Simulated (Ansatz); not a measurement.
Basis-set extrapolation for C3H4F2Si (`C=C=C(F)[SiH2]F`) (PBE0-D4/def2-TZVP geometry, frozen core, the Gaussian-basis code of Ansatz). Multiplicity 1, RHF reference.

```
                      def2-TZVPP   def2-QZVPP
                 HF  -603.879585  -603.902938
    MP2 correlation    -1.075659    -1.163613
CCSD(T) correlation    -1.152252      not run
```

Energies in hartree. Use E(X) = E(∞) + A·exp(−7.88·√X) for Hartree–Fock and E(X) = E(∞) + B·X^(−2.97) for correlation, with X = 3 and 4, and add CCSD(T) minus MP2 of the smaller set to the MP2 limit.

Q: What is the CCSD(T) energy at the basis-set limit?

A: HF limit: -603.902938 + (-0.023353) × 0.13774 = -603.90615. MP2 limit: -1.163613 + (-0.087954) × 0.74074 = -1.22876. Higher-order term: -1.152252 − (-1.075659) = -0.07659. Total: -605.21150 hartree, 471.7 kJ/mol below CCSD(T)/def2-TZVPP.
